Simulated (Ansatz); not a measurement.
Stepwise reaction of `C#[C][Zr]([F])([F])[Cl]` with water, as a gas-phase model of exchange steps in deposition or etching. ΔE in kJ/mol.

Calculated with Ansatz (gas phase, PBE0-D4/def2-TZVP geometries, no zero-point term in ΔE). CBS: MP2 limit from def2 TZ/QZ plus the TZ coupled-cluster correction, frozen cores. This one scheme is used for every species. Functionals use def2-TZVPP. B3LYP here is the variant with VWN-RPA as its local correlation; programs differ in this. def2 core potentials past Kr. For Zr outer-core shells are correlated without core-valence functions, which leaves a few kJ/mol of doubt a bond. One conformer a species, not always the lowest.

```json
{"step": "1", "reaction": "`C#[C][Zr]([F])([F])[Cl]` + H₂O → `C#[C][Zr]([OH])([F])[Cl]` + H–F", "PBE-D4": "45.2", "B3LYP-D4": "41.9", "ωB97M-V": "41.0", "CCSD(T)/CBS": "36.0"}
{"step": "2", "reaction": "`C#[C][Zr]([OH])([F])[Cl]` + H₂O → `C#[C][Zr]([OH])([OH])[Cl]` + H–F", "PBE-D4": "48.7", "B3LYP-D4": "46.0", "ωB97M-V": "45.4", "CCSD(T)/CBS": "40.3"}
```

(1) By hand: ΔE of the 2 steps together at CCSD(T)/CBS.

Answers

(1) (36.0) + (40.3) = 76.3 kJ/mol, or 38.1 kJ/mol a step.

In ΔE the steps differ by no more than 4.3 kJ/mol. All are uphill at CCSD(T)/CBS. PBE-D4 differs from CCSD(T)/CBS by 8.4 to 9.2 kJ/mol a step. Only this route is followed, and other bonds may react first. Isolated molecules leave out the surface, adducts and barriers. Largest T1 diagnostic: 0.017.
